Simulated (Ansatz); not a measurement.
`[BH2][GaH][CH2]CF` and `[BH2][GaH][CH3]` differ in one atom or group.

Ansatz, PBE0-D4/def2-TZVP geometries, multiplicity 1. Each molecule was computed in one conformer, which needn't be the lowest.

Scalar relativity is left out up to krypton.

```csv
property,`[BH2][GaH][CH2]CF`
size of the dipole moment (PBE/def2-TZVPP) / D,1.94
HOMO–LUMO gap (PBE0/def2-TZVPP) / eV,5.16
HOMO–LUMO gap (ωB97M-V/def2-TZVPP) / eV,9.21
HOMO energy (B3LYP/def2-TZVPP) / eV,-7.01
HOMO–LUMO gap (B3LYP/def2-TZVPP) / eV,4.76
LUMO energy (PBE0/def2-TZVPP) / eV,-2.05
```

Q: What does the change do to each property? (An estimate is asked.)

A: Computed: 
```json
{"property": "size of the dipole moment (PBE/def2-TZVPP) / D", "`[BH2][GaH][CH3]`": "0.66", "shift": "-1.28"}
{"property": "HOMO–LUMO gap (PBE0/def2-TZVPP) / eV", "`[BH2][GaH][CH3]`": "5.18", "shift": "0.02"}
{"property": "HOMO–LUMO gap (ωB97M-V/def2-TZVPP) / eV", "`[BH2][GaH][CH3]`": "9.24", "shift": "0.03"}
{"property": "HOMO energy (B3LYP/def2-TZVPP) / eV", "`[BH2][GaH][CH3]`": "-7.09", "shift": "-0.08"}
{"property": "HOMO–LUMO gap (B3LYP/def2-TZVPP) / eV", "`[BH2][GaH][CH3]`": "4.77", "shift": "0.01"}
{"property": "LUMO energy (PBE0/def2-TZVPP) / eV", "`[BH2][GaH][CH3]`": "-2.11", "shift": "-0.06"}
```

Dipoles are sizes alone; their direction can turn.

B3LYP here is the variant with VWN-RPA as its local correlation; programs differ in this.
